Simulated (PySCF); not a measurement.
## Nuclear quadrupole coupling in `C=C(C(=O)[O-])C(F)(F)F`

Compound: C4H2F3O2 (charge -1).
SMILES with atom numbers: `[CH2:1]=[C:2]([C:3](=[O:4])[O-:5])[C:6]([F:7])([F:8])[F:9]` (hydrogens: H10, H11 on C1)

Cartesian coordinates in Å at the GFN2-xTB level; atoms count from 1:
```
atom  x, y, z in Å
C1     0.410   -1.285   -0.640
C2     0.160   -0.139   -0.034
C3     1.299    0.630    0.804
O4     0.935    1.686    1.311
O5     2.377    0.042    0.814
C6    -1.185    0.493   -0.097
F7    -2.095   -0.229   -0.834
F8    -1.197    1.707   -0.677
F9    -1.784    0.633    1.099
H10    1.404   -1.692   -0.557
H11   -0.318   -1.843   -1.216
```

Field gradients from the B3LYP/pcJ-1 density (PySCF, non-relativistic), principal values in atomic units, ordered |Vxx| ≤ |Vyy| ≤ |Vzz|:

```
atom     Vxx     Vyy      Vzz
  O4  0.5239  0.9021  -1.4260
  O5  0.3623  0.9185  -1.2808
```

Problem. Find the asymmetry η = (Vxx − Vyy)/Vzz and the couplings χ = eQV/h (234.96 MHz × Q in barn × V in au), with Q(17O) = −0.0256 b.

Solution. 
```
atom         environment  nucleus     η  χzz (MHz)  χxx (MHz)  χyy (MHz)
  O4  carboxylate oxygen      17O  0.27       8.58      -3.15      -5.43
  O5  carboxylate oxygen      17O  0.43       7.70      -2.18      -5.53
```

Problem. What is Vzz at O5 in SI units (1 au = 9.71736 × 10²¹ V/m²)?

Solution. -1.2808 au = -12.446 × 10²¹ V/m².

Isolated species at its GFN2-xTB geometry (one conformer only). The pcJ-1 basis has no diffuse functions, a weakness for an anion. GFN2-xTB bond lengths can be off by several hundredths of an ångström, more for odd bonds, and the gradients follow them. These gradients aren't converged with respect to the basis.

The run behind these numbers computed spin–spin couplings as well. Time: 44 s of wall time. Hardware: one thread of an x86-64 server (shared host).
